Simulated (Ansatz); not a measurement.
`[F][Ti]([F])([Cl])[I]` and `[F][Hf]([F])([Cl])[I]` differ in one element.

Ansatz, PBE0-D4/def2-TZVP geometries, multiplicity 1. 

Elements past krypton have def2 core potentials. Scalar relativity is left out up to krypton.

```csv
property,`[F][Ti]([F])([Cl])[I]`
HOMO energy (B3LYP/def2-TZVPP) / eV,-8.21
HOMO energy (PBE0/def2-TZVPP) / eV,-8.46
size of the dipole moment (PBE/def2-TZVPP) / D,0.61
LUMO energy (ωB97M-V/def2-TZVPP) / eV,-1.53
LUMO energy (PBE0/def2-TZVPP) / eV,-3.62
LUMO energy (PBE/def2-TZVPP) / eV,-4.38
```

(1) What does the change do to each property? (An estimate is asked.)

Answers

(1) Computed: 
```json
{"property": "HOMO energy (B3LYP/def2-TZVPP) / eV", "`[F][Hf]([F])([Cl])[I]`": "-8.14", "shift": "0.07"}
{"property": "HOMO energy (PBE0/def2-TZVPP) / eV", "`[F][Hf]([F])([Cl])[I]`": "-8.40", "shift": "0.06"}
{"property": "size of the dipole moment (PBE/def2-TZVPP) / D", "`[F][Hf]([F])([Cl])[I]`": "0.31", "shift": "-0.30"}
{"property": "LUMO energy (ωB97M-V/def2-TZVPP) / eV", "`[F][Hf]([F])([Cl])[I]`": "0.12", "shift": "1.65"}
{"property": "LUMO energy (PBE0/def2-TZVPP) / eV", "`[F][Hf]([F])([Cl])[I]`": "-1.91", "shift": "1.71"}
{"property": "LUMO energy (PBE/def2-TZVPP) / eV", "`[F][Hf]([F])([Cl])[I]`": "-2.67", "shift": "1.71"}
```

With PBE0 the HOMO rises by 0.06 eV and the LUMO rises by 1.71 eV, so the gap widens by about 1.65 eV. PBE moves the HOMO by 0.08 eV and ωB97M-V by 0.02 eV. Dipoles are sizes alone; their direction can turn.

B3LYP here is the variant with VWN-RPA as its local correlation; programs differ in this.

Spin–orbit coupling is left out; it splits and shifts lone-pair levels of the heavy atoms by tenths of an eV.
